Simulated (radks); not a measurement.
The numbers below are computed, except where a source is named.
Polarisability of the osmium ion Os+, [Xe] 4f14 5d6 6s1, at imaginary frequency. Code: a radial shooting solver on a logarithmic mesh with Libxc functionals. Model: non-relativistic Kohn-Sham, LB94 model potential, spin-unpolarised, spherical densities, point nucleus; relativity is left out, which matters for an element this heavy. Response by self-consistent Sternheimer equations with the Hartree and adiabatic LDA kernel.

w (hartree),alpha1(iw) (bohr^3)
0.00266,29.51
0.0143,29.42
0.0360,28.91
0.0697,27.41
0.118,24.43
0.186,20.17
0.280,15.61
0.413,11.59
0.605,8.367
0.892,5.805
1.35,3.755
2.12,2.162
3.59,1.045
6.94,0.3977
17.5,0.09960

Static values: alpha1 = 29.51 bohr^3 (4.373 angstrom^3; uncoupled 51.01). C6 = 222.1, triple-dipole C9 = 4289 atomic units. One-pole (London) frequency 4 C6 / (3 alpha1^2) = 0.340 hartree, against 0.601 for minus the highest occupied eigenvalue.
